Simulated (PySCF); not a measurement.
# Dipole response of Se (selenium, neutral)

[Ar] 3d10 4s2 4p4, high-spin 3P determinant. Calculation: PySCF 2.14, in aug-cc-pVDZ-PP with ECP10MDF; scalar relativity through the core potential. Coupled (time-dependent) response in atomic units; α is the mean over directions. A double-zeta set is small for polarisabilities.

```csv
method,mean α (bohr³),"α xx, yy, zz",C₆ (like pair),S(−4)
UHF,23.80,"22.04, 27.30, 22.04",196.9,136.3
PBE,25.91,"23.62, 30.49, 23.62",217.3,183.3
PBE0,24.99,"22.96, 29.07, 22.96",208.3,161.0
PBEsol,25.99,"23.72, 30.54, 23.72",218.0,184.2
CAM-B3LYP,24.62,"22.61, 28.66, 22.61",203.0,159.2
```

S(−4) is the Cauchy moment in α(ω) = α(0) + S(−4) ω² + …

Reference α: 28.9 ± 1 bohr³ (recommended; Schwerdtfeger and Nagle, table of static dipole polarizabilities (2023 update)). Published C₆: 210.0 (Chu and Dalgarno (2004); Tang, Norbeck and Certain (1976)).

Spin-orbit coupling is absent.

α(iu) at UHF:

| u (hartree) | α(iu) (bohr³) |
| --- | --- |
| 0 | 23.80 |
| 0.0500 | 23.46 |
| 0.100 | 22.54 |
| 0.200 | 19.65 |
| 0.300 | 16.43 |
| 0.500 | 11.07 |
| 0.750 | 6.916 |
| 1.00 | 4.591 |
| 1.50 | 2.378 |
| 2.00 | 1.433 |
| 3.00 | 0.6781 |
| 5.00 | 0.2555 |

A single London oscillator, α(iu) = α/(1 + u²/ω²), gives C₆ = (3/4) ω α². Matching the computed C₆ needs ω = 4 × 196.9 / (3 × 23.80²) = 0.463 hartree.

The components differ because the open shell of this determinant is not spherical; for a pure term their mean is the scalar polarisability.

Energies and moments cover only the electrons outside the core potential.
